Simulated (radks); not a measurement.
The numbers below are computed, except where a source is named.
Question: Neutral bismuth, [Hg] 6p3. Level of theory: non-relativistic Kohn-Sham, PBE, spin-polarised, spherical densities, point nucleus (a radial shooting solver on a logarithmic mesh with Libxc functionals). Every spin shell is full or empty, so the densities are truly spherical. Functionals are evaluated on that one density, not self-consistently. Rank these exchange functionals by their error against the exact value of the orbitals, and give that value: LDA, B88, PBEsol, revPBE, PW91, PW86, B86b, G96, TPSS, revTPSS, MS2, Tao-Mo, TASK, MVS.

Answer: Exact: -366.134 hartree. From best to worst, with 100 (|E| - |E exact|)/|E exact| (equal figures are ties): B86b -0.02, PW91 +0.03, B88 +0.04, MVS +0.06, revPBE -0.28, PW86 -0.42, G96 +0.45, TPSS -0.45, MS2 -0.68, Tao-Mo -0.85, revTPSS -0.92, PBEsol -1.79, TASK -1.80, LDA -3.76.
